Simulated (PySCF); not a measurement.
# What a mistake does to a calculation on Al2BH4O cation

These are calculations, not measurements. They come from PySCF 2.14.0, an open-source quantum chemistry program, on an isolated molecule that a program drew, which may never have been made. The molecule is Al2BH4O cation (charge +1, singlet), drawn as the SMILES string `[BH2][AlH][Al+][OH]`.

Each row is a Hartree-Fock (HF) and frozen-core CCSD(T) single point in the cc-pV(D+d)Z basis, meant for a local HF minimum. Run 1 is clean. Each other run has one planted mistake out of seven kinds, and not every kind appears here: one electron removed, one electron added, multiplicity raised by two, geometry at a saddle point, minimal basis STO-3G, one bond length entered in bohr, all coordinates scaled. The reference is restricted for singlets and unrestricted otherwise, and also for a bond in bohr. Adding or removing an electron swaps singlet and doublet. Electrons count all cores. HOMO and LUMO are orbital energies over both spins, the gradient is its largest component, and the lowest frequency (negative if imaginary) is given only where the gradient is small. Bond lengths are over the 7 bonds as drawn. T1 is the CCSD diagnostic: over 0.02 (restricted) or 0.045 (unrestricted) a single reference is doubtful.

Geometry of the clean run:
```xyz
8
Al2BH4O cation, angstrom
B     1.9046    1.9751    0.4300
Al   -0.1387    1.3775    0.6790
Al   -0.6361   -1.2080   -0.1058
O    -0.9440   -2.7252   -0.5607
H     2.2662    2.4675   -0.5970
H     2.6956    1.7958    1.3076
H    -1.5222    1.9100    1.1715
H    -1.1441   -3.6065   -0.8226
```

| run | electrons | basis functions | <S^2> | HOMO (eV) | LUMO (eV) | gradient (hartree/bohr) | lowest frequency (cm^-1) | mean bond (Å) | longest bond (Å) | T1 | HF (hartree) | CCSD(T) (hartree) | mistake |
|---|---|---|---|---|---|---|---|---|---|---|---|---|---|
| 1 | 42 | 94 | 0.000 | -14.69 | -4.40 | 3.1e-05 | 76 | 1.6282 | 2.747 | 0.0161 | -585.50065 | -585.91962 | no fault |
| 2 | 42 | 94 | 0.944 | -12.88 | -4.72 | 1.2e-02 | - | 1.9006 | 4.050 | 0.0276 | -585.41603 | -585.81051 | one bond length entered in bohr |
| 3 | 42 | 94 | 0.000 | -14.66 | -4.81 | 5.1e-05 | -140 | 1.6323 | 2.752 | 0.0155 | -585.49802 | -585.91646 | ? |
| 4 | 42 | 32 | 0.000 | -12.32 | 1.08 | 8.5e-02 | - | 1.6282 | 2.747 | 0.0217 | -578.41332 | -578.57934 | ? |

**Which mistake was planted in run 3, and what did it cost?**

The gradient is small, so the point is stationary, but the lowest frequency is imaginary (-140 cm^-1). So the mistake is: geometry at a saddle point. Subtracting run 1 and multiplying by 627.51 kcal/mol a hartree, the energy moved by 1.7 kcal/mol in HF and 2.0 kcal/mol in CCSD(T).

**Which mistake was planted in run 4, and what did it cost?**

It has 32 basis functions where the clean run has 94, with the same electrons and geometry. So the mistake is: minimal basis STO-3G. Subtracting run 1 and multiplying by 627.51 kcal/mol a hartree, the energy moved by 4447.4 kcal/mol in HF and 4606.1 kcal/mol in CCSD(T).

Cautions from the logs. Run 4: T1 is over the limit, so its CCSD(T) energy is less reliable.
